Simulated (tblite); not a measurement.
Species: C5H8O2.
SMILES with atom numbers: `[CH3:1][CH2:2][C:3](=[C:4]=[O:5])[O:6][CH3:7]` (hydrogens: H8, H9, H10 on C1; H11, H12 on C2; H13, H14, H15 on C7)

Computed with GFN2-xTB (tblite), gas phase: Langevin dynamics at 300 K from the optimised GFN2-xTB geometry, time step 0.5 fs, friction 0.01 fs⁻¹, 2000 steps. The instantaneous temperature is 2·E(kin)/(3Nk) with all 3N coordinates.

| t (fs) | T (K) | E(pot) above start (eV) | C1–C2 (Å) | C2–C3 (Å) | C3=C4 (Å) | C4=O5 (Å) | C3–O6 (Å) | C1–H8 (Å) | C1–C2–C3–C4 (°) |
| --- | --- | --- | --- | --- | --- | --- | --- | --- | --- |
| 0 | 239 | 0.000 | 1.527 | 1.512 | 1.301 | 1.175 | 1.388 | 1.086 | 97 |
| 25 | 131 | 0.386 | 1.510 | 1.560 | 1.278 | 1.175 | 1.392 | 1.134 | 88 |
| 50 | 256 | 0.261 | 1.505 | 1.534 | 1.298 | 1.163 | 1.406 | 1.051 | 88 |
| 75 | 221 | 0.461 | 1.521 | 1.516 | 1.294 | 1.164 | 1.422 | 1.106 | 105 |
| 100 | 191 | 0.436 | 1.551 | 1.486 | 1.285 | 1.173 | 1.399 | 1.144 | 113 |
| 125 | 245 | 0.225 | 1.548 | 1.498 | 1.315 | 1.168 | 1.402 | 1.073 | 105 |
| 150 | 133 | 0.469 | 1.515 | 1.495 | 1.298 | 1.193 | 1.387 | 1.036 | 108 |
| 175 | 194 | 0.420 | 1.519 | 1.512 | 1.312 | 1.200 | 1.359 | 1.134 | 112 |
| 200 | 202 | 0.425 | 1.524 | 1.534 | 1.334 | 1.188 | 1.371 | 1.144 | 111 |
| 225 | 347 | 0.400 | 1.556 | 1.492 | 1.340 | 1.201 | 1.332 | 1.023 | 97 |
| 250 | 319 | 0.565 | 1.576 | 1.476 | 1.310 | 1.220 | 1.393 | 1.042 | 96 |
| 275 | 288 | 0.672 | 1.572 | 1.470 | 1.337 | 1.156 | 1.422 | 1.181 | 106 |
| 300 | 282 | 0.670 | 1.522 | 1.480 | 1.329 | 1.172 | 1.399 | 1.193 | 97 |
| 325 | 392 | 0.635 | 1.492 | 1.515 | 1.311 | 1.182 | 1.395 | 1.094 | 99 |
| 350 | 252 | 0.987 | 1.523 | 1.489 | 1.322 | 1.171 | 1.378 | 1.000 | 102 |
| 375 | 434 | 0.635 | 1.506 | 1.533 | 1.298 | 1.170 | 1.423 | 1.125 | 100 |
| 400 | 294 | 0.883 | 1.521 | 1.537 | 1.287 | 1.138 | 1.452 | 1.168 | 83 |
| 425 | 387 | 0.719 | 1.540 | 1.511 | 1.257 | 1.148 | 1.424 | 1.097 | 79 |
| 450 | 478 | 0.553 | 1.531 | 1.573 | 1.277 | 1.178 | 1.388 | 1.039 | 76 |
| 475 | 328 | 0.780 | 1.490 | 1.571 | 1.305 | 1.137 | 1.347 | 1.090 | 75 |
| 500 | 478 | 0.516 | 1.521 | 1.544 | 1.293 | 1.166 | 1.389 | 1.100 | 72 |
| 525 | 431 | 0.657 | 1.550 | 1.543 | 1.251 | 1.192 | 1.403 | 1.069 | 59 |
| 550 | 466 | 0.483 | 1.541 | 1.563 | 1.321 | 1.139 | 1.398 | 1.055 | 54 |
| 575 | 407 | 0.584 | 1.499 | 1.531 | 1.300 | 1.175 | 1.389 | 1.126 | 45 |
| 600 | 427 | 0.742 | 1.521 | 1.511 | 1.301 | 1.194 | 1.387 | 1.133 | 31 |
| 625 | 382 | 0.683 | 1.568 | 1.541 | 1.319 | 1.175 | 1.385 | 1.027 | 33 |
| 650 | 424 | 0.617 | 1.559 | 1.514 | 1.310 | 1.171 | 1.369 | 1.077 | 50 |
| 675 | 398 | 0.701 | 1.510 | 1.498 | 1.317 | 1.181 | 1.418 | 1.170 | 32 |
| 700 | 338 | 0.978 | 1.514 | 1.469 | 1.352 | 1.188 | 1.420 | 1.162 | 6 |
| 725 | 315 | 0.830 | 1.522 | 1.502 | 1.349 | 1.200 | 1.427 | 1.037 | 29 |
| 750 | 489 | 0.699 | 1.526 | 1.419 | 1.303 | 1.187 | 1.371 | 1.030 | 25 |
| 775 | 406 | 0.908 | 1.558 | 1.537 | 1.367 | 1.157 | 1.434 | 1.209 | 20 |
| 800 | 380 | 0.809 | 1.534 | 1.494 | 1.312 | 1.187 | 1.309 | 1.175 | 40 |
| 825 | 336 | 0.628 | 1.539 | 1.597 | 1.346 | 1.190 | 1.368 | 1.043 | 40 |
| 850 | 299 | 0.621 | 1.525 | 1.531 | 1.308 | 1.164 | 1.347 | 1.084 | 40 |
| 875 | 254 | 0.642 | 1.523 | 1.530 | 1.281 | 1.183 | 1.379 | 1.160 | 40 |
| 900 | 326 | 0.535 | 1.488 | 1.505 | 1.300 | 1.182 | 1.404 | 1.102 | 39 |
| 925 | 255 | 0.588 | 1.480 | 1.560 | 1.332 | 1.177 | 1.382 | 1.059 | 42 |
| 950 | 249 | 0.516 | 1.520 | 1.558 | 1.325 | 1.183 | 1.361 | 1.104 | 52 |
| 975 | 234 | 0.495 | 1.554 | 1.530 | 1.293 | 1.173 | 1.361 | 1.108 | 42 |
| 1000 | 213 | 0.616 | 1.532 | 1.536 | 1.306 | 1.171 | 1.399 | 1.062 | 46 |

**Question.** From 500 fs on, how do temperature and potential energy compare with equipartition?

**Answer.** The mean temperature of these 21 frames is 357 K against the target 300 K, and the mean potential energy 0.66 eV against 39 × kT/2 = 0.50 eV for 39 classical harmonic modes. For 15 atoms in a canonical ensemble the temperature itself scatters by T·√(2/(3N)) = 63 K; here its standard deviation is 82 K. The whole run lasts only 10 friction times of 100 fs, so these averages carry a wide statistical error.

**Question.** What are the kinetic and total energies of the listed frame with the highest potential energy?

**Answer.** The one at 350 fs, 0.987 eV above the start. Its kinetic energy is 3NkT/2 = 0.488 eV at 252 K, so the sum is 1.47 eV; over the listed frames the sum runs from 0.46 to 1.69 eV, since the thermostat adds and removes energy.

**Question.** How much do the listed bonds fluctuate from 500 fs on?

**Answer.** 
```
 bond  at the start (Å)  mean (Å)  standard deviation (Å)
C1–C2             1.527     1.528                   0.022
C2–C3             1.512     1.524                   0.036
C3=C4             1.301     1.314                   0.026
C4=O5             1.175     1.178                   0.013
C3–O6             1.388     1.386                   0.028
C1–H8             1.086     1.100                   0.052
```

The motion is classical and holds no zero-point motion.

The cost below is that of the whole dynamics run. The run took 14 s wall on one thread, Arm Neoverse N1 (aarch64), no GPU (shared host), and the process peaked at 0.19 GiB of memory.
